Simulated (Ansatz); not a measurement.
The same isomerisation along the group B, Al, Ga.

Program: Ansatz. Geometries: PBE0-D4/def2-TZVP. ΔE: electronic, gas phase. CCSD(T)/CBS adds triple-zeta CCSD(T) − MP2 to the extrapolated MP2 energy (def2 sets, frozen cores). DFT in def2-TZVPP. B3LYP here is the variant with VWN-RPA as its local correlation; programs differ in this. For Ga outer-core shells are correlated without core-valence functions, which leaves a few kJ/mol of doubt a bond. Scalar relativity is left out up to krypton. One conformer a species, not always the lowest.

```
                                      reaction  CCSD(T)/CBS(def2) (kJ/mol)
          `[BH3-][S+](C)C` → `C[BH-](C)[SH2+]`                         -24
`C[S+](C)[AlH3-]` → `[CH3][AlH-]([CH3])[SH2+]`                         -57
`C[S+](C)[GaH3-]` → `[CH3][GaH-]([CH3])[SH2+]`                           ?
```

Problem. Fill in the missing values. (An estimate is asked.)

Solution. Ansatz gave: `C[S+](C)[GaH3-]` → `[CH3][GaH-]([CH3])[SH2+]`: -42.4 kJ/mol.

Largest T1 diagnostic: 0.012, for `C[S+](C)[GaH3-]`.
